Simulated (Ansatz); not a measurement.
Born–Oppenheimer molecular dynamics of CH₇NSSi (11 atoms, charge 0, multiplicity 1). It starts at the highest image of a converged band, a first-order saddle point between two minima.

Computed with RKS PBE-D4/def2-SVP (Ansatz).

```json
{"ensemble": "NVE (velocity Verlet)", "time step": "0.5 fs", "steps asked": "200", "starting velocities drawn for": "100 K", "seed": "4872"}
```

Frames 2.5 fs apart, positions in Å, forces in eV/Å.

Velocities at 15.0 fs (Å/ps):

```
Si -0.73 -3.14 -1.17
N 0.90 2.46 -2.44
S -0.80 0.88 -0.44
H 28.88 2.85 36.71
H 6.86 6.67 6.21
C 0.16 1.79 2.17
H 17.55 -4.41 6.54
H -4.11 4.26 1.14
H -5.01 0.34 2.12
H -10.23 -7.23 6.46
H -2.57 1.61 -4.52
```

```xyz
11
Properties=species:S:1:pos:R:3:forces:R:3 time_fs=15.0 energy_less_start_eV=-0.073 T=163
Si -0.497 0.213 -0.450 -1.16 -0.22 -0.62
N 1.327 0.742 -0.361 0.64 -0.18 0.54
S -0.197 -0.572 -2.326 -0.21 -0.21 -0.01
H 1.293 0.164 -1.345 0.62 0.29 0.14
H -1.279 1.499 -0.359 0.11 0.16 0.16
C -0.945 -0.818 1.048 0.43 0.02 0.29
H 1.993 0.411 0.374 -0.39 0.05 -0.38
H 1.476 1.748 -0.508 0.07 0.15 -0.11
H -0.831 -0.197 1.964 -0.07 -0.14 0.06
H -0.297 -1.713 1.123 0.08 -0.03 0.05
H -1.984 -1.191 1.003 -0.14 0.12 -0.12
11
Properties=species:S:1:pos:R:3:forces:R:3 time_fs=17.5 energy_less_start_eV=-0.119 T=202
Si -0.500 0.205 -0.454 -1.25 -0.14 -0.81
N 1.331 0.748 -0.364 1.23 0.15 1.96
S -0.199 -0.570 -2.328 -0.39 -0.26 0.04
H 1.385 0.179 -1.257 0.65 0.02 -0.80
H -1.257 1.518 -0.338 0.19 -0.02 0.15
C -0.944 -0.814 1.054 0.17 -0.31 0.19
H 2.018 0.407 0.373 -0.80 0.37 -0.64
H 1.468 1.761 -0.509 0.11 -0.10 -0.16
H -0.845 -0.200 1.972 -0.04 -0.07 0.14
H -0.321 -1.731 1.141 0.06 0.13 0.02
H -1.993 -1.182 0.988 0.08 0.24 -0.09
11
Properties=species:S:1:pos:R:3:forces:R:3 time_fs=20.0 energy_less_start_eV=-0.188 T=261
Si -0.506 0.197 -0.459 -0.89 -0.01 -0.86
N 1.340 0.754 -0.361 0.37 0.67 0.97
S -0.202 -0.569 -2.329 -0.48 -0.29 0.01
H 1.514 0.195 -1.213 0.27 -0.03 -1.07
H -1.225 1.537 -0.309 0.19 -0.14 0.10
C -0.941 -0.811 1.061 0.02 -0.35 0.15
H 2.002 0.421 0.341 0.20 0.05 0.74
H 1.466 1.770 -0.519 0.14 -0.21 -0.08
H -0.862 -0.207 1.987 -0.01 -0.03 0.09
H -0.340 -1.741 1.159 0.07 0.14 -0.01
H -1.997 -1.159 0.968 0.13 0.21 -0.04
11
Properties=species:S:1:pos:R:3:forces:R:3 time_fs=22.5 energy_less_start_eV=-0.211 T=282
Si -0.513 0.189 -0.466 -0.29 0.11 -0.69
N 1.351 0.763 -0.353 0.48 -0.35 -0.96
S -0.206 -0.568 -2.329 -0.52 -0.33 -0.10
H 1.656 0.214 -1.225 -0.61 0.64 0.29
H -1.182 1.548 -0.275 0.09 -0.14 0.02
C -0.939 -0.810 1.069 0.05 -0.07 0.15
H 1.995 0.439 0.350 0.57 0.00 1.32
H 1.473 1.768 -0.533 0.16 0.14 0.06
H -0.879 -0.216 2.007 0.02 -0.02 -0.07
H -0.355 -1.744 1.178 0.11 0.00 -0.03
H -1.996 -1.126 0.946 -0.06 0.04 0.01
11
Properties=species:S:1:pos:R:3:forces:R:3 time_fs=25.0 energy_less_start_eV=-0.217 T=286
Si -0.522 0.180 -0.475 0.22 0.15 -0.43
N 1.365 0.771 -0.348 1.88 -1.04 -0.16
S -0.210 -0.568 -2.331 -0.57 -0.33 -0.19
H 1.764 0.267 -1.223 -0.97 0.55 0.89
H -1.133 1.551 -0.239 -0.06 -0.05 -0.05
C -0.936 -0.809 1.078 0.02 0.07 0.03
H 2.013 0.460 0.426 -0.61 0.59 -0.22
H 1.489 1.773 -0.544 0.07 0.23 0.25
H -0.895 -0.226 2.024 0.07 0.04 -0.13
H -0.364 -1.747 1.194 0.08 -0.09 -0.06
H -1.997 -1.089 0.924 -0.13 -0.12 0.06
11
Properties=species:S:1:pos:R:3:forces:R:3 time_fs=27.5 energy_less_start_eV=-0.223 T=292
Si -0.530 0.173 -0.484 0.57 0.18 -0.14
N 1.385 0.774 -0.344 1.39 0.37 1.41
S -0.216 -0.568 -2.332 -0.60 -0.32 -0.24
H 1.820 0.348 -1.177 -0.22 -0.53 -0.22
H -1.089 1.550 -0.205 -0.19 0.04 -0.11
C -0.934 -0.808 1.086 -0.13 -0.06 -0.26
H 2.001 0.513 0.494 -0.77 0.49 -0.86
H 1.508 1.790 -0.539 -0.17 -0.13 0.43
H -0.907 -0.233 2.033 0.11 0.15 -0.06
H -0.369 -1.754 1.206 -0.05 -0.02 -0.09
H -2.005 -1.060 0.906 0.06 -0.18 0.15
11
Properties=species:S:1:pos:R:3:forces:R:3 time_fs=30.0 energy_less_start_eV=-0.196 T=269
Si -0.536 0.165 -0.494 0.81 0.29 0.17
N 1.412 0.780 -0.335 -0.35 1.61 1.22
S -0.223 -0.569 -2.334 -0.60 -0.34 -0.33
H 1.863 0.398 -1.145 0.49 -1.17 -1.03
H -1.055 1.552 -0.178 -0.25 0.04 -0.17
C -0.932 -0.807 1.094 -0.24 -0.14 -0.48
H 1.948 0.592 0.519 0.28 -0.21 0.24
H 1.517 1.800 -0.510 -0.34 -0.11 0.29
H -0.913 -0.232 2.039 0.14 0.18 -0.04
H -0.377 -1.762 1.214 -0.12 0.06 -0.09
H -2.009 -1.041 0.897 0.18 -0.21 0.22
11
Properties=species:S:1:pos:R:3:forces:R:3 time_fs=32.5 energy_less_start_eV=-0.181 T=256
Si -0.541 0.158 -0.504 0.98 0.47 0.53
N 1.438 0.791 -0.321 -0.35 0.62 -0.81
S -0.232 -0.570 -2.337 -0.54 -0.37 -0.44
H 1.927 0.388 -1.158 -0.31 -0.25 0.71
H -1.036 1.556 -0.161 -0.25 -0.04 -0.24
C -0.931 -0.807 1.099 -0.19 0.04 -0.52
H 1.910 0.660 0.558 0.84 -0.63 0.89
H 1.508 1.806 -0.466 -0.30 0.30 -0.13
H -0.910 -0.221 2.041 0.16 0.09 -0.14
H -0.391 -1.767 1.216 -0.03 0.01 -0.04
H -2.004 -1.034 0.901 0.01 -0.22 0.21
11
Properties=species:S:1:pos:R:3:forces:R:3 time_fs=35.0 energy_less_start_eV=-0.165 T=242
Si -0.544 0.153 -0.512 1.03 0.57 0.80
N 1.462 0.805 -0.309 0.33 -0.06 0.56
S -0.241 -0.573 -2.340 -0.46 -0.38 -0.51
H 1.975 0.360 -1.137 -0.59 0.35 1.23
H -1.031 1.558 -0.159 -0.21 -0.11 -0.28
C -0.931 -0.807 1.101 -0.11 0.16 -0.56
H 1.914 0.694 0.635 0.04 -0.44 -0.84
H 1.481 1.827 -0.428 -0.10 0.13 -0.39
H -0.899 -0.204 2.035 0.15 0.00 -0.18
H -0.407 -1.772 1.216 0.10 -0.05 0.01
H -1.999 -1.041 0.918 -0.19 -0.17 0.18
11
Properties=species:S:1:pos:R:3:forces:R:3 time_fs=37.5 energy_less_start_eV=-0.193 T=266
Si -0.544 0.148 -0.519 0.94 0.51 0.85
N 1.487 0.819 -0.295 -0.54 0.71 2.29
S -0.251 -0.576 -2.345 -0.40 -0.37 -0.50
H 1.993 0.349 -1.052 0.19 -0.04 -0.14
H -1.040 1.553 -0.172 -0.16 -0.11 -0.26
C -0.932 -0.806 1.101 -0.19 -0.03 -0.67
H 1.924 0.701 0.670 -0.22 -0.22 -1.25
H 1.449 1.854 -0.412 0.17 -0.49 -0.42
H -0.878 -0.188 2.020 0.14 0.00 -0.07
H -0.417 -1.779 1.215 0.16 0.06 0.03
H -2.004 -1.058 0.945 -0.09 -0.03 0.15
11
Properties=species:S:1:pos:R:3:forces:R:3 time_fs=40.0 energy_less_start_eV=-0.217 T=287
Si -0.543 0.144 -0.524 0.78 0.34 0.72
N 1.510 0.837 -0.272 -1.74 0.68 1.19
S -0.262 -0.579 -2.350 -0.33 -0.34 -0.44
H 2.021 0.335 -0.974 0.54 -0.31 -1.07
H -1.058 1.542 -0.201 -0.11 -0.03 -0.19
C -0.933 -0.805 1.097 -0.28 -0.27 -0.65
H 1.926 0.694 0.642 0.39 -0.13 0.64
H 1.427 1.855 -0.421 0.36 -0.26 -0.36
H -0.849 -0.171 2.000 0.10 0.00 0.04
H -0.418 -1.782 1.217 0.16 0.20 0.01
H -2.013 -1.076 0.981 0.13 0.14 0.10
11
Properties=species:S:1:pos:R:3:forces:R:3 time_fs=42.5 energy_less_start_eV=-0.221 T=290
Si -0.540 0.142 -0.527 0.64 0.19 0.53
N 1.526 0.856 -0.244 -0.96 -1.34 -0.76
S -0.273 -0.583 -2.356 -0.23 -0.31 -0.35
H 2.072 0.310 -0.947 -0.52 0.63 0.02
H -1.083 1.529 -0.241 -0.07 0.06 -0.10
C -0.936 -0.806 1.090 -0.13 -0.17 -0.39
H 1.949 0.681 0.647 0.51 0.16 1.29
H 1.426 1.844 -0.452 0.44 0.49 -0.21
H -0.814 -0.155 1.981 0.04 -0.08 -0.02
H -0.410 -1.775 1.219 0.17 0.17 -0.02
H -2.016 -1.087 1.022 0.12 0.19 0.02
```

Of the whole run (100 fs, mean temperature of the second half 253 K): The conserved energy stayed within 0.069 meV per atom of its start (net change 0.069 meV per atom), so the integration is sound. The system heated up, since it started high on the potential surface and ran downhill. A run of 0.1 ps of so small a system gives no equilibrium averages. The orbitals stay closed-shell, which can raise the energy where a bond breaks towards radicals; this wasn't checked here.

Time of the run: 5.8 min on 2 threads of Arm Neoverse V1, on a shared host, peak memory 0.14 GiB.
